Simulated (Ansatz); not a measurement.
Cl3Lu (SMILES [Cl][Lu]([Cl])[Cl]), singlet, geometry from GFN2-xTB (such geometries of metal compounds can be far from the true shape) (core potentials on Lu); PBE0/def2-SVP (Ansatz, a program for electronic structure).

Here is a job for Ansatz.
Ansatz 0.2 input:
```yaml
crystal:
  periodic: [false, false, false]
  atoms:
    - {symbol: Lu, position_ang: [0.11745897, 0.35785999, 0.22337050]}
    - {symbol: Cl, position_ang: [1.81101761, -0.79670120, -0.87104379]}
    - {symbol: Cl, position_ang: [-0.88627084, -1.35131577, 1.43586369]}
    - {symbol: Cl, position_ang: [-1.41531070, 0.65342525, -1.49772024]}
basis:
  gaussian:
    orbitals: def2-SVP
hamiltonian:
  xc: pbe0
```

### Question
What does Ansatz print? Leave out banner, timings and long lists.

### Answer

```
Functional definition: PBE0
1056 factors; integrals over basis functions are off by at most 9.2e-4 eV
mean field evaluation 1: about -71184.4371 eV, gradient 4.4e1 eV
mean field evaluation 2: about -71176.5478 eV, gradient 1.0e2 eV
mean field evaluation 4: about -71187.0349 eV, gradient 2.6e0 eV
mean field evaluation 8: about -71187.0787 eV, gradient 2.0e-1 eV
mean field evaluation 16: about -71187.0787 eV, gradient 7.8e-5 eV
mean field -71187.07874170 eV, -2616.0768914225 hartree, gradient 7.8e-5 eV, S^2 0.000000; 0 other end points of the search recorded, 0 dependent functions left out
reference -71187.07879677 eV, -2616.0768934463 hartree; 47, 47 occupied and 88, 88 virtual orbitals, 1056 factors
Total energy: -71187.07879677 eV, -2616.0768934463 hartree
```
